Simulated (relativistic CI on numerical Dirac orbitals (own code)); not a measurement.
**Hyperfine structure of P IV, mass number 31**

Method of calculation: Dirac-Coulomb-Breit CI, orbitals from a KLI potential per configuration, QED by a radiative potential, valence Slater integrals scaled by 0.85, P86 correlation energy added to each configuration (own radial code, finite nucleus).

CI space (outside the closed core [Ne]): 3s², 3s3p, 3p², 3s3d, 3d², 3p3d, 3s4s, 3p4s, 3s4p, 3s4d, 3s4f, 3s5s, 3d4s, 3s5p, 3s5d, 3s5f. Levels of other configurations are missing.

Nuclear spin I = 1/2, μ = 1.13093 μN (tables of Stone and Pyykkö). The electronic factors are computed for point nuclear moments, without core polarisation; leaving it out makes A of s and p electrons in near-neutral atoms 20 to 40 % too small, and it can dominate for d and f shells.

| Level | E (cm⁻¹) | A (MHz) |
| --- | --- | --- |
| 3s3p ³P°1 | 66548.5 | 5502 |
| 3s3p ³P°2 | 67001.3 | 4556 |
| 3s3p ¹P°1 | 102281.0 | 1089 |
| 3p² ¹D2 | 157935.9 | 1038 |
| 3p² ³P1 | 163918.2 | -17.14 |
| 3p² ³P2 | 164374.5 | 787.2 |
| 3s3d ³D3 | 189252.2 | 2781 |
| 3s3d ³D2 | 189256.4 | 1449 |

Levels with J = 0, under 50 % of one LS term, or S terms without an open s electron are left out. Small factors come from cancelling terms and can be off by tens of per cent or more.

Correlation outside the listed configurations is missing or only estimated: errors of thousands of cm⁻¹ between configurations and terms are usual at this charge. Rates and lifetimes follow the computed energies and can be off by large factors. The fine structure of a lone outer electron comes out too small, for d and f at times inverted, and misplaced configurations move strength between like terms. 25 of the 26 excited levels that our extract of the measured tables holds in this range could be paired (the sources list more); they are missed by 933 cm⁻¹ on average and 1870 at most, and levels without a partner can miss by more.

Give the hyperfine levels of 3s3p ³P°1 relative to its centre of gravity.

With K = F(F + 1) − I(I + 1) − J(J + 1), E = AK/2: F = 1/2: -5502, F = 3/2: 2751 MHz.
